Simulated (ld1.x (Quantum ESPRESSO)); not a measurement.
Au, TM: configuration errors across variants

```json
{
 "Element": "gold",
 "Generator": "ld1.x (Quantum ESPRESSO) 7.5",
 "Type": "norm-conserving Troullier–Martins (Kleinman–Bylander form)",
 "Functional": "PBE",
 "Relativity": "scalar-relativistic",
 "Frozen core": "[Xe] 4f14",
 "Valence charge": "11",
 "Reference configuration": "5d10 6s1 6p0",
 "Partial waves": "6s (bound): rc 2.00 bohr; 6p (bound, empty): rc 3.45 bohr; 5f channel at -0.1 Ry: rc 3.50 bohr; 5d (bound): rc 1.25 bohr",
 "Local potential": "the d channel",
 "Core correction": "Bessel-smoothed model core, default radius (core density twice the valence density)"
}
```

All-electron excitation energies from the reference (eV): (1) 5d10 6s0 6p0 9.409; (2) 5d9 6s0 6p0 30.617; (3) 5d8 6s0 6p0 64.494; (4) 5d7 6s0 6p0 112.206; (5) 5d9 6s1 6p0 12.124; (6) 5d10 6s0 6p1 5.248.

The default core radius of the base comes out at 1.02 bohr.

Tests that are not counted but printed errors over 1 eV. “base”: 5d9 6s1 6p1 (solver errors, printed error -2.6 eV). “all radii but the core radius scaled by about 0.92 (s 1.84, p 3.16, d 1.14, f 3.20 bohr)”: 5d9 6s1 6p1 (solver errors, printed error -2.6 eV). “wave 5d (bound): rc 1.25 bohr becomes 5d (bound): rc 1.60 bohr”: 5d9 6s1 6p1 (solver errors, printed error -2.6 eV). “wave 5f channel at -0.1 Ry: rc 3.50 bohr becomes 5f channel at -0.1 Ry: rc 2.50 bohr”: 5d9 6s1 6p1 (solver errors, printed error -2.6 eV). “wave 5f channel at -0.1 Ry: rc 3.50 bohr becomes 5f channel at 4.63 Ry: rc 3.50 bohr”: 5d9 6s1 6p1 (solver errors, printed error -2.6 eV).

2 further variants failed, have other tests or too few solved ones, and are left out.

A true bound ghost makes a file unfit for plane-wave use even where its test errors are small: the radial tests pick states by their node count and pass the ghost by. Where a test does run into it, the solver fails or the error is huge.

Errors AE − PS in meV (a dash: test not solved or not reliable):

| change | (1) | (2) | (3) | (4) | (5) | (6) | bound ghosts |
| --- | --- | --- | --- | --- | --- | --- | --- |
| base | -17 | -31 | -159 | -503 | -23 | -5.5 | f, s, p |
| all radii but the core radius scaled by about 0.92 (s 1.84, p 3.16, d 1.14, f 3.20 bohr) | -13 | -31 | -166 | -520 | -20 | -3.9 | s, p |
| wave 5d (bound): rc 1.25 bohr becomes 5d (bound): rc 1.60 bohr | -17 | -31 | -156 | -496 | -22 | -5.2 | f, s, p |
| wave 5f channel at -0.1 Ry: rc 3.50 bohr becomes 5f channel at -0.1 Ry: rc 2.50 bohr | -17 | -31 | -159 | -503 | -23 | -5.5 | s, p |
| wave 5f channel at -0.1 Ry: rc 3.50 bohr becomes 5f channel at 4.63 Ry: rc 3.50 bohr | -17 | -31 | -159 | -503 | -23 | -5.5 | s, p |
| wave 6p (bound): rc 3.45 bohr becomes 6p (bound): rc 3.90 bohr | -17 | -31 | -159 | -503 | -23 | -2.9 | f, s, p |
| local potential the s channel | -17 | -76 | -372 | -1025 | -51 | -4.2 | none |
| wave 6s (bound): rc 2.00 bohr becomes 6s (bound): rc 1.96 bohr | -16 | -31 | -161 | -508 | -23 | -5.2 | f, s, p |
| wave 6s (bound): rc 2.00 bohr becomes 6s (bound): rc 1.90 bohr | -14 | -32 | -166 | -520 | -24 | -4.1 | f, s, p |

Give the same row for: core correction none.

-0.7, +24, -0.8, -133, -13, +0.1; bound ghosts: f, s, p. Not counted: 5d9 6s1 6p1 (solver errors, printed error -2.5 eV).
